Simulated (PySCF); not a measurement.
C₄H₅O₃S (charge -1).
Atom-mapped SMILES: `[O:1]=[S:2](=[O:3])([O-:4])[CH:5]=[C:6]1[CH2:7][CH2:8]1`

Cartesian coordinates in Å at the GFN2-xTB level; atoms count from 1:
```xyz
13
C4H5O3S angstrom
O      2.310   -0.934    1.367
S      2.170   -0.138    0.147
O      3.176   -0.437   -0.873
O      1.964    1.288    0.380
C      0.611   -0.756   -0.575
C     -0.515   -0.202   -0.240
C     -1.986   -0.106   -0.310
C     -1.166    0.854    0.533
H      0.706   -1.606   -1.231
H     -2.442    0.265   -1.219
H     -2.582   -0.856    0.195
H     -1.052    1.875    0.199
H     -1.197    0.754    1.608
```

NICS is the negative of the GIAO shielding at a point without a nucleus: at the ring centre (0) and 1 Å above and below it (1); zz is the component along the ring normal. Level: GIAO PBE0/pcSseg-1 (PySCF, non-relativistic, gas phase) on the GFN2-xTB geometry, one conformer.

Ring bond lengths (Å), with Mayer bond orders in brackets: C6–C7 1.476 (0.95), C7–C8 1.518 (0.99), C8–C6 1.462 (0.94).

Give the NICS values of each ring in ppm.

| ring | type | NICS(0) | NICS(1), two faces | NICS(1)zz, two faces | rms pucker (Å) | centre to ring atoms, mean (Å) |
| --- | --- | --- | --- | --- | --- | --- |
| C6–C7–C8 | 3-membered carbocycle; formal bonds all single | -31.5 | -7.4 / -7.6 | -18.6 / -19.0 | 0.00 | 0.86 |

What do they say, and how far can they be read as aromaticity?

- C6–C7–C8: mean NICS(1)zz -18.8 ppm, shielded. C7, C8 have four or more neighbours, so the value isn't read as a sign of a π ring current. A hydrogen on C8, outside the ring, lies only 1.46 Å from a NICS(1) probe, which then mostly feels that atom. NICS(0) lies 24 ppm below the mean NICS(1).

Give the inner angles of the rings and the Hirshfeld charges of the ring atoms.

- C6–C7–C8: C6 62.2° (-0.026 e), C7 58.4° (-0.109 e), C8 59.4° (-0.095 e); sum 180.0° against 180° for a flat convex ring.

What are the shieldings of the ring atoms and their hydrogens in the same run (means over atoms taken as equivalent)?

```json
{"atoms": "C6", "environment": "fully substituted alkene carbon", "σ isotropic (ppm)": "69.8"}
{"atoms": "C7", "environment": "allylic carbon", "σ isotropic (ppm)": "184.1"}
{"atoms": "C8", "environment": "allylic carbon", "σ isotropic (ppm)": "180.7"}
{"atoms": "H10 (×2)", "environment": "methylene hydrogen", "σ isotropic (ppm)": "31.17"}
{"atoms": "H12 (×2)", "environment": "methylene hydrogen", "σ isotropic (ppm)": "30.59"}
```

Hardware: Intel Xeon at 2.60 GHz, one thread, shared host. Cost: 26 s of wall time, 0.74 GiB resident at most. This is the whole shielding run at PBE0/pcSseg-1, SCF included.
